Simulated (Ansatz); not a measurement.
The cluster Si4O4. The state is a singlet with charge 0. Geometry B3LYP-D4/def2-SVP; atoms count from 1.

```xyz
8

Si    2.151    0.634    0.110
Si   -0.894    1.010   -1.005
Si    0.600   -2.095    1.065
Si   -1.990    0.010    0.997
O     0.737    1.129   -0.641
O    -0.833   -1.175    1.175
O     1.706   -0.902    0.677
O    -1.476    1.389   -2.377
```

The restricted singlet is unstable towards broken spin symmetry in Hartree–Fock (as tested in another run); at PBE0-D4/def2-TZVP this wasn't settled. Another isomer (singlet) lies 1.94 eV lower at PBE0-D4/def2-TZVP; other spin states weren't run for this one.

Question: Estimate the Mulliken populations from the PBE0/def2-TZVP orbitals of Ansatz.

Answer: 
```
atom  charge (e)
 Si1        0.38
 Si2        0.51
 Si3        0.39
 Si4        0.26
  O5       -0.34
  O6       -0.34
  O7       -0.36
  O8       -0.51
```
Mulliken values depend strongly on the basis.

Question: And the Mayer bond orders between heavy atoms (over 0.3)?

Answer: Si1–O5 1.14 (1.68 Å); Si1–O7 1.08 (1.70 Å); Si2–Si4 0.88 (2.49 Å); Si2–O5 1.08 (1.68 Å); Si2–O8 2.14 (1.54 Å); Si3–O6 1.03 (1.71 Å); Si3–O7 1.17 (1.67 Å); Si4–O6 1.22 (1.67 Å).
